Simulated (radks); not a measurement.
The numbers below are computed, except where a source is named.
Effect of the nuclear size on neutral tin, [Kr] 4d10 5s2 5p2. Code: a radial shooting solver on a logarithmic mesh with Libxc functionals. Model: Dirac Kohn-Sham, relativistic LDA (MacDonald-Vosko exchange, VWN5 correlation), spin-unpolarised, spherical densities, finite nucleus; open shells fill j = l - 1/2 first; Fermi nuclear charge, rms radius 4.6519 fm. The rms radius is varied about that value; shifts are against it.

[
 {"rms radius (fm)": "4.0565", "total energy shift (eV)": "-0.977", "density at nucleus (e/bohr^3)": "1.93e+05", "1s1/2 shift (meV)": "-408", "2s1/2 shift (meV)": "-46.7", "4s1/2 shift (meV)": "-1.76", "4p1/2 shift (meV)": "0.152", "5s1/2 shift (meV)": "-0.152"},
 {"rms radius (fm)": "4.4147", "total energy shift (eV)": "-0.403", "density at nucleus (e/bohr^3)": "1.905e+05", "1s1/2 shift (meV)": "-168", "2s1/2 shift (meV)": "-19.3", "4s1/2 shift (meV)": "-0.724", "4p1/2 shift (meV)": "0.063", "5s1/2 shift (meV)": "-0.063"},
 {"rms radius (fm)": "4.6519", "total energy shift (eV)": "0", "density at nucleus (e/bohr^3)": "1.89e+05", "1s1/2 shift (meV)": "0.000", "2s1/2 shift (meV)": "0.000", "4s1/2 shift (meV)": "0.000", "4p1/2 shift (meV)": "0.000", "5s1/2 shift (meV)": "0.000"},
 {"rms radius (fm)": "4.8659", "total energy shift (eV)": "0.379", "density at nucleus (e/bohr^3)": "1.877e+05", "1s1/2 shift (meV)": "158", "2s1/2 shift (meV)": "18.1", "4s1/2 shift (meV)": "0.681", "4p1/2 shift (meV)": "-0.059", "5s1/2 shift (meV)": "0.059"},
 {"rms radius (fm)": "5.4753", "total energy shift (eV)": "1.54", "density at nucleus (e/bohr^3)": "1.843e+05", "1s1/2 shift (meV)": "641", "2s1/2 shift (meV)": "73.4", "4s1/2 shift (meV)": "2.76", "4p1/2 shift (meV)": "-0.238", "5s1/2 shift (meV)": "0.240"}
]

Slopes of the eigenvalues against <r^2> in GHz/fm^2, as finite differences over the two radii next to the reference (eigenvalue slopes, not the field-shift constants of lines): 1s1/2 18800, 2s1/2 2160, 4s1/2 81.2, 4p1/2 -7.00, 5s1/2 7.04.
